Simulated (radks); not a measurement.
Results of a calculation; reference values are marked as such.
Excited configurations of Tc: one electron is placed in a higher orbital outside [Kr] 4d5 5s1. The ground configuration is [Kr] 4d5 5s2. Code: a radial shooting solver on a logarithmic mesh with Libxc functionals. Model: scalar-relativistic Kohn-Sham, LDA (Slater exchange, Perdew-Wang correlation), spin-polarised, spherical densities, finite nucleus; open shells are filled with parallel spins first (spin-orbit coupling, left out, can overturn this in heavy ions); Fermi nuclear charge, rms radius 4.4112 fm. Excitation = E - E(ground); binding = E(ion) - E, where the ion is the core of charge +1; n* = 1/sqrt(2 binding) in atomic units, and the quantum defect is n - n*.

| outer orbital | excitation (eV) | binding (eV) | n* | quantum defect |
|---|---|---|---|---|
| 5f | 6.658 | 0.648 | 4.582 | 0.418 |
| 6p | 5.423 | 1.883 | 2.688 | 3.312 |
| 6f | 6.838 | 0.468 | 5.391 | 0.609 |
| 7s | 5.956 | 1.350 | 3.174 | 3.826 |
| 7p | 6.242 | 1.064 | 3.576 | 3.424 |

The Delta-SCF ionisation energy is 7.306 eV (NIST Atomic Spectra Database: 7.119 eV, measured). Self-interaction in the functional shifts the binding energies and quantum defects, so they are the method's values and not measured ones. Open shells are spherical and high-spin; term and fine-structure splittings are not resolved.
